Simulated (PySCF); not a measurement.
CH6F2OSi2 (SMILES C[Si](F)(F)O[SiH3]), singlet, geometry from GFN2-xTB. Base run: PBE0/6-31G (PySCF).

Here is a job for PySCF.
```python
from pyscf import gto, scf, dft, solvent

mol = gto.M(
    atom='''
C     1.81815539   -1.52271211    0.43438274
Si    0.70852302   -0.01693817    0.31366907
F     1.41452284    1.21628932   -0.42105471
F     0.37555298    0.62081853    1.74284065
O    -0.65942314   -0.33761881   -0.44025391
Si   -2.16053365    0.04847183   -0.96228982
H     1.34471332   -2.32052755    0.99836799
H     2.74838559   -1.26997038    0.93444598
H     2.06525526   -1.91427978   -0.54758050
H    -3.02613060    0.05779392    0.21394556
H    -2.09940068    1.35377981   -1.61288779
H    -2.44890336   -1.04501474   -1.88593943
''',
    basis='6-31g',
    verbose=4,
)

mf = dft.RKS(mol)
mf.xc = 'pbe0'
mf.kernel()
mf.analyze()
```

Base: dipole (D) 2.70; HOMO-LUMO gap (eV) 9.32.

A changed run: ΔE vs base (kJ/mol) -21.96; dipole (D) 3.06; HOMO-LUMO gap (eV) 9.42.

**Question.** Which change was made?
(A) model = IEF-PCM; solvent = methanol; vdw_scale = 1.1
(B) model = IEF-PCM; solvent = methanol; vdw_scale = 1.4
(C) model = SS(V)PE; solvent = methanol
(D) model = IEF-PCM; solvent = toluene

**Answer.** C, model = SS(V)PE; solvent = methanol

The base is the gas phase, so ΔE is the electrostatic part of solvation at a fixed geometry, without cavity and dispersion terms.
